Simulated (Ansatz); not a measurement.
Isolated molecules relaxed with PBE0-D4/def2-TZVP in Ansatz; ΔE leaves out vibrations. CCSD(T)/CBS adds triple-zeta CCSD(T) − MP2 to the extrapolated MP2 energy (def2 sets, frozen cores). This one scheme is used for every species. Functionals use def2-TZVPP. For Ge, Se outer-core shells are correlated without core-valence functions, which leaves a few kJ/mol of doubt a bond. Scalar relativity is left out up to krypton. Each species was taken in one conformer, which may not be the lowest.

Consider the ligand exchange at a Ge–O bond: `C[O][GeH2][CH3]` + `C[SeH]` → `[CH3][GeH2][Se]C` + CH₃OH.

`C[O][GeH2][CH3]`:

```xyz
12

C     1.125    1.838   -0.151
O    -0.025    1.042   -0.038
Ge    0.174   -0.730    0.009
C    -1.624   -1.431    0.179
H     0.817    2.887   -0.164
H     1.680    1.637   -1.078
H     1.813    1.697    0.694
H     0.875   -1.170   -1.297
H     1.078   -1.080    1.212
H    -2.224   -1.116   -0.675
H    -1.608   -2.521    0.217
H    -2.082   -1.052    1.093
```

`C[SeH]`:

Cartesian coordinates in Å:
```
C -0.284 -0.420 -0.203
Se 1.235 0.795 -0.089
H -0.400 -0.976 0.724
H -0.054 -1.112 -1.012
H -1.193 0.126 -0.445
H 0.696 1.585 1.025
```

`[CH3][GeH2][Se]C`:

Z-matrix (Å, degrees):
```
C
Ge 1 1.952
H 1 1.091 2 110.3
H 1 1.092 2 110.1 3 119.8
H 1 1.090 2 109.8 3 -120.0
Se 2 2.351 1 111.3 3 60.8
H 2 1.543 1 110.1 3 -59.5
H 2 1.538 1 111.3 3 178.3
C 6 1.957 2 96.8 1 -65.9
H 9 1.089 6 106.4 2 -176.7
H 9 1.088 6 110.8 2 64.7
H 9 1.089 6 110.3 2 -58.1
```

CH₃OH:

```xyz
6

C    -0.168   -0.050   -0.310
O     0.360    0.675    0.777
H    -0.631    0.673   -0.982
H    -0.939   -0.767    0.001
H     0.607   -0.588   -0.870
H     0.771    0.057    1.384
```

CCSD(T)/CBS gives -0.33 eV.

**Question.** Another level gave -0.28 eV. Which?
A. PBE0-D4/def2-TZVPP
B. CAM-B3LYP/def2-TZVPP
C. LC-ωPBE/def2-TZVPP
D. r2SCAN0/def2-TZVPP

**Answer.** C. LC-ωPBE -0.28, r2SCAN0 -0.33, CAM-B3LYP -0.21, PBE0-D4 -0.39 eV.

Largest T1 diagnostic among the species: 0.011.

The D4 term adds −0.05 eV with B3LYP and −0.03 eV with PBE0; it sums over pairs of atoms, weighted by their polarisabilities, and B3LYP, whose exchange is more repulsive, gets the larger term. At CCSD(T), def2-SVP lies +0.15 eV from the extrapolated value and def2-TZVPP +0.05 eV.

B3LYP here is the variant with VWN-RPA as its local correlation; programs differ in this.
